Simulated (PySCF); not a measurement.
Ligand exchange on a metal centre used in film growth or etching (Sc Cl-F). Isolated molecules, 0 K electronic values unless said otherwise.

Level of theory: TPSSh-D3(BJ)/def2-TZVP // PBE-D3(BJ)/def2-SVP (PySCF). 

```tsv
species	coordination number	mean distance from the central atom to its bonded neighbours (Å)	LUMO (eV)
0 of 3 Cl replaced by F	3	2.271	-3.67
1 of 3 Cl replaced by F ([Sc(Cl)2(F)])	3	2.126	___
2 of 3 Cl replaced by F	___	1.980	-3.23
3 of 3 Cl replaced by F	___	1.833	-2.93
```

Problem. What belongs in the gaps?

Solution. 
- 1 of 3 Cl replaced by F ([Sc(Cl)2(F)]), LUMO (eV): -3.49
- 2 of 3 Cl replaced by F, coordination number: 3
- 3 of 3 Cl replaced by F, coordination number: 3
